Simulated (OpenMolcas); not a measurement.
## What dynamic correlation does to the levels of Cr

```yaml
Program: OpenMolcas
Basis: ANO-R2 [6s4p4d2f]
Scalar_Hamiltonian: X2C, finite nucleus
Active_space: 6 electrons in 6 orbitals (3d 4s)
State_averaging: 2S+1 = 7 even, 1 root; 2S+1 = 5 even, 23 roots kept (CI in the orbitals of an earlier block); 2S+1 = 3 even, 9 roots kept (CI in the orbitals of an earlier block)
Spin-orbit_coupling: state interaction with AMFI integrals over the reference wave functions, term energies averaged over their components
```

Methods on the same reference wave functions:
A. CASSCF
B. SS-CASPT2, IPEA 0.25 Eh, imaginary shift 0.1 Eh (closed shells correlated: 3s 3p)
C. MS-CASPT2, IPEA 0.25 Eh, imaginary shift 0.1 Eh (closed shells correlated: 3s 3p)

Energies in cm⁻¹ above 3d⁵ 4s ⁷S₃, the measured ground level; measured values from NIST Handbook of Basic Atomic Spectroscopic Data.

```
      Level      A      B      C  Measured
 3d⁵ 4s ⁷S₃    0.0    0.0    0.0       0.0
 3d⁵ 4s ⁵S₂  11272   6520   6520      7593
3d⁴ 4s² ⁵D₀  24570   6780   5220      7751
3d⁴ 4s² ⁵D₁  24620   6830   5270      7811
3d⁴ 4s² ⁵D₂  24718   6920   5370      7927
3d⁴ 4s² ⁵D₃  24865   7070   5520      8095
3d⁴ 4s² ⁵D₄  25061   7270   5730      8308
 3d⁵ 4s ⁵G₄  27247  24530  24530     20524
 3d⁵ 4s ⁵G₅  27247  24530  24530     20524
 3d⁵ 4s ⁵G₃  27247  24530  24530     20521
 3d⁵ 4s ⁵G₆  27247  24530  24530     20520
 3d⁵ 4s ⁵G₂  27247  24530  24530     20517
```

Deviations, from unrounded energies. A percentage is the sum of absolute deviations over the sum of measured energies, with the sign that they share, or ± where signs differ.

```json
{"Against measurement": "mean absolute deviation (cm-1)", "Levels": "11", "A": "11000", "B": "2400", "C": "3100"}
{"Against measurement": "other terms of the ground configuration (%)", "Levels": "6", "A": "+33.9", "B": "±19.2", "C": "±19.2"}
{"Against measurement": "other configurations (%)", "Levels": "5", "A": "+210.4", "B": "-12.6", "C": "-32.0"}
```

B lies closest to measurement on these levels and A furthest from it. The largest miss of B in the table is 3d⁵ 4s ⁵G₂, by +4000 cm-1. The ranking rests on the paired levels alone, and a cruder setting can come out closer through cancelling errors.

Between B and C the level of the table that moves most is 3d⁴ 4s² ⁵D₀, by 1600 cm-1 (lowest in C, highest in B). Moves below CASPT2's spread within the term are not significant.

The mean deviations of B to C differ by less than CASPT2's widest spread within a term (770 cm-1), so their order carries little weight.

From A to B the spin-free energies of the other terms of 3d⁵ 4s shown, above ⁷S, scale by factors of 0.58 to 0.90.

The lowest spin-free term lies below A's lowest term by 0.404 hartree in B, 0.404 hartree in C.

Term energies are means over components that CASPT2 splits; among the terms shown or strongly mixed into the levels shown the widest spread is 770 cm-1 (3d⁵ 4s ⁵G, C). Over all roots computed the reference weight is 0.84 to 0.90 in B, 0.84 to 0.90 in C; the roots of lowest weight are the least certain, and an intruder state may touch them. Terms from blocks run as CI alone lack orbitals of their own. A single d shell beside an s shell can misplace configurations of different d count against each other. Without dynamic correlation excited terms often stand tens of per cent too high (terms of higher spin than the ground term too low), and those without a measured partner can miss by more than the paired ones (holds for A). Some terms miss by over 15 % even with CASPT2, which points to a basis or an active space too small for the shells correlated (holds for B; C). Measured partners are found by configuration, term and J. A level has none where our copy of the source lacks it or the pairing is in doubt (some pairs that miss far off the trend of their configuration count as doubtful), and it then counts in no deviation. Levels of configurations outside the active space are missing. Levels that lie high or do not pair safely by name in every column are left out.
